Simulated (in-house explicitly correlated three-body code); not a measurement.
Computed with an exponentially correlated three-body code. Model: two electrons around a point charge, non-relativistic, variational in 260 exponentially correlated functions (energies converged to about 1e-7 hartree, or 1e-8 relative for large Z).

Command:
```bash
python run_hyl.py task.json out
```
Settings (lengths in bohr, energies in hartree):
```
Z                      18
screening              5.4
interaction_strength   1
functions              260
states_tried           13
```

Run time, properties included: 61 s on 1 thread of Arm Neoverse V2 (shared host).

**Those bound S and P states to n = 4 that converged, binding against the one-electron ion.**

Given: nuclear charge 18; Yukawa screening of all interactions 5.4 1/bohr.

Computed: one-electron threshold -83.474902 hartree.

```tsv
term	energy (hartree)	binding (eV)
1 1S	-160.468191	2095.1
```

**Converged states only, values per electron or pair (inverse distances are <exp(-kr)/r>).**

| term | mean r (bohr) | mean r squared (bohr²) | mean inverse r (1/bohr) | mean r12 (bohr) | mean inverse r12 (1/bohr) | mean cosine | mean p1 dot p2 (bohr⁻²) | delta r1 (bohr⁻³) | delta r12 (bohr⁻³) |
| --- | --- | --- | --- | --- | --- | --- | --- | --- | --- |
| 1 1S | 0.091402 | 0.011352 | 12.441 | 0.13441 | 6.3433 | -0.0068056 | 1.8685 | 1603.8 | 176.52 |

**Static dipole response.**

```tsv
state	polarisability (bohr³)
1 1S	0.00013217
```
